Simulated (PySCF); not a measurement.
MoS2ClBr, SMILES [S]=[Mo](=[S])([Cl])[Br], multiplicity 1.

Coordinates come from a PBE-D3(BJ)/def2-SVP optimisation. The spin state was assumed, not searched. The structure was generated by enumeration; whether it is a known compound was not checked. The def2 effective core potentials stand for the cores of Mo; spin–orbit coupling is left out.

The numbers are results of PBE-D3(BJ)/def2-SVP (PySCF 2.14.0), not measurements.

Frequencies are harmonic and unscaled.

| mode | ν (cm⁻¹) | IR (km/mol) | moving atoms (share of kinetic energy) |
|---|---|---|---|
| 1 | 94 | 0.0 | Cl 51 %, Br 26 %, Mo 14 %, S 10 % |
| 2 | 121 | 0.1 | S 61 %, Br 23 %, Mo 16 % |
| 3 | 139 | 0.1 | S 54 %, Br 21 %, Cl 15 %, Mo 11 % |
| 4 | 143 | 0.0 | S 43 %, Cl 43 %, Mo 14 % |
| 5 | 187 | 1.3 | S 80 %, Mo 9 % |
| 6 | 298 | 16.8 | Br 45 %, Mo 40 %, S 9 % |
| 7 | 412 | 45.6 | Cl 65 %, Mo 31 % |
| 8 | 549 | 25.4 | S 76 %, Mo 24 % |
| 9 | 561 | 51.8 | S 67 %, Mo 33 % |
